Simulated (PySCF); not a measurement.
C3H9NSe, SMILES N[Se]C(C)C.

The structure is a stationary point at PBE0-D3(BJ)/def2-SVP. The values are those of a single conformer.

Vertical ionisation energy (IE) and electron affinity (EA) in eV. Rows of orbital energies are one-electron estimates. Where ΔSCF, EOM or ADC give a negative EA the extra electron is unbound and the value depends on the basis.

| level | IE | EA |
|---|---|---|
| −ε(HOMO), −ε(LUMO), M06-2X/def2-TZVP (PySCF) | 7.37 | -0.83 |
| −ε(HOMO), −ε(LUMO), PBE/def2-TZVP (PySCF) | [?] | [?] |

Q: Fill in the missing entries. (The exact figures need the calculation; the answer reports its results.)

A: 
- −ε(HOMO), −ε(LUMO), PBE/def2-TZVP (PySCF), IE: 5.03
- −ε(HOMO), −ε(LUMO), PBE/def2-TZVP (PySCF), EA: 0.87
